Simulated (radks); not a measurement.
Results of a calculation; reference values are marked as such.
V, configuration [Ar] 3d4 4d1 (not the ground configuration). Code: a radial shooting solver on a logarithmic mesh with Libxc functionals. Model: non-relativistic Kohn-Sham, LDA (Slater exchange, Perdew-Wang correlation), spin-polarised, spherical densities, point nucleus; open shells are filled with parallel spins first. Some entries of the table are withheld. Estimate them.

orbital  occ.  eigenvalue (eV)  r(max) (bohr)
1s down     1        -5311.513        0.04419
1s up       1        -5311.503        0.04419
2s up       1        -592.5380         0.2587
2s down     1        -591.2875         0.2586
2p up       3        -500.5050         0.2091
2p down     3        -499.5451         0.2089
3s up       1         -69.4961         0.8288
3s down     1         -66.2582         0.8290
3p up       3         -44.7248            (1)
3p down     3         -41.5314            (2)
3d up       4          -7.0793         0.9100
3d down     0          -4.2463         0.9227
4d up       1          -0.7820          8.938
4d down     0          -0.4549          10.52

Answer. 
(1) 3p up r(max) (bohr): 0.8506
(2) 3p down r(max) (bohr): 0.8512
